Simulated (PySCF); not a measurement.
SMILES Cc1cccc[c]1[GeH3] (C7H10Ge) at its GFN2-xTB optimised geometry (Å):

```
18

C     -1.7782    -1.7145    -0.0002
C     -1.0327    -0.4168     0.0000
C     -1.7116     0.7929    -0.0009
C     -1.0253     1.9950    -0.0010
C      0.3579     1.9983    -0.0002
C      1.0411     0.7959     0.0000
C      0.3639    -0.4168     0.0000
Ge     1.3922    -2.0758    -0.0018
H     -2.8533    -1.5529     0.0145
H     -1.5240    -2.2944    -0.8886
H     -1.5018    -2.3078     0.8727
H     -2.7931     0.7950    -0.0013
H     -1.5710     2.9275    -0.0016
H      0.9012     2.9321     0.0002
H      2.1239     0.7929     0.0002
H      1.1169    -2.9240     1.2013
H      2.8533    -1.7610    -0.0138
H      1.0991    -2.9321    -1.1947
```

Method: B3LYP/def2-SVP (PySCF). Cells within 0.4 Å of a nucleus heavier than hydrogen are left out (blank, or x).

Map of the log10 of the electron density (e/bohr³), floored at −4 on the plane z = 0.0 Å:

```
|0000000000000000000000000|
|0000000010000010000000000|
|0000001222211222100000000|
|0000012444333444320000000|
|0000023566544665421000000|
|0000024687656787531000000|
|0000124678777776531000000|
|000123457xx8xx76532100000|
|001244567xx77x77554310000|
|0013567788766787765420000|
|0024578xx76567xx886431000|
|00235677x7766787776421000|
|0013455678777877654321000|
|001234467xx8xx76543322000|
|0013456678777876555443100|
|0024577787666777666654200|
|0024677xx7655679977764210|
|00235677x754568xx77764210|
|0012455666544579966543200|
|0001234555434566655432100|
|0000112333223455543321000|
|0000001121112344432110000|
|0000000000001222221000000|
|0000000000000111100000000|
|0000000000000000000000000|
```
Scale: ten equal steps from -4.00 (start of '0') to 0.298 (end of '9'), in the order '0123456789'; x runs from -5.00 to 5.00, y from -5.00 (bottom) to 5.00 (top).
